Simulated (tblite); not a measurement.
A tight-binding relaxation on `CC(C)PC1=CCCC1`.

Computed with GFN2-xTB geometry optimisation, gas phase (tblite 0.8.0). Start geometry: from a force field or distance geometry. The input is one job of a driver script: a line of settings, then coordinates in Å.

Command:
```bash
OMP_NUM_THREADS=1 python probes_run.py task.json out
```

Input:
```
{"job": {"kind": "relax", "xc": "GFN2-xTB", "basis": "xTB"}, "charge": 0, "multiplicity": 1}
C     -3.268500    -0.552600     0.128500
C     -1.869600    -0.016000    -0.134500
C     -1.909800     1.451800    -0.512200
P     -0.810700    -0.276300     1.383000
C      0.850800    -0.140100     0.682200
C      1.572600     0.982400     0.705700
C      2.916400     0.795400     0.071700
C      2.762800    -0.534700    -0.652000
C      1.598500    -1.264000     0.026400
H     -3.903900    -0.430600    -0.759700
H     -3.267400    -1.618700     0.377600
H     -3.772900    -0.022200     0.954500
H     -1.436700    -0.590900    -0.943800
H     -2.551200     1.595800    -1.398900
H     -2.328400     2.083900     0.294200
H     -0.929500     1.845200    -0.755300
H     -0.910700    -1.692100     1.413800
H      1.266100     1.911300     1.158200
H      3.155000     1.602600    -0.616700
H      3.700300     0.742800     0.848600
H      3.673600    -1.125800    -0.635000
H      2.509100    -0.352100    -1.708800
H      0.994100    -1.792700    -0.696800
H      1.948500    -1.977000     0.777100
```

Output:
```
step      E/eV     max force
  0    -742.15482    0.881
  1    -742.19800    0.580
  2    -742.21286    0.275
  3    -742.22105    0.233
  4    -742.22640    0.203
  5    -742.22959    0.195
  6    -742.23200    0.110
  7    -742.23383    0.100
  8    -742.23538    0.092
  9    -742.23651    0.072
... (38 lines left out)
 48    -742.24538    0.013
 49    -742.24543    0.015
 50    -742.24548    0.014
 51    -742.24553    0.017
 52    -742.24556    0.017
 53    -742.24560    0.015
 54    -742.24563    0.013
 55    -742.24568    0.013
 56    -742.24571    0.013
 57    -742.24573    0.010
```

«max force» is the largest atomic force in eV/Å.

Q: From which step on does the largest force stay under 0.1 eV/Å, and how much energy is left to gain from there?

A: From step 7 (0.100 eV/Å), 11.9 meV above the end.

Summary of the converged run: energy lowered by 2.1 kcal/mol over 57 steps; largest atomic force 0.010 eV/Å at the end.

Q: Give the final coordinates.

A: 0.067 Å rms from the input after alignment:
```
atom  x, y, z in Å
C1    -3.2617   -0.5672    0.1146
C2    -1.8499   -0.0446   -0.1253
C3    -1.8669    1.4293   -0.5126
P4    -0.8340   -0.2552    1.4503
C5     0.8170   -0.0983    0.7064
C6     1.5675    0.9987    0.7375
C7     2.8857    0.8075    0.0532
C8     2.7216   -0.5399   -0.6718
C9     1.5291   -1.2298    0.0093
H10   -3.8708   -0.4390   -0.7793
H11   -3.2465   -1.6248    0.3735
H12   -3.7320   -0.0225    0.9315
H13   -1.3757   -0.6236   -0.9272
H14   -2.4380    1.5798   -1.4277
H15   -2.3242    2.0202    0.2795
H16   -0.8536    1.7947   -0.6731
H17   -0.8475   -1.6585    1.3920
H18    1.3026    1.9275    1.2138
H19    3.1183    1.6226   -0.6340
H20    3.6856    0.7688    0.7984
H21    3.6256   -1.1442   -0.6232
H22    2.4910   -0.3636   -1.7232
H23    0.8871   -1.7480   -0.7050
H24    1.8580   -1.9645    0.7500
```

On one thread, AMD EPYC 9R45 (x86_64), shared host with 96 logical CPUs at a one-minute load of 42, this took 0.29 s wall.
Labels such as C1 count atoms from 1, the log's own numbers from 0.
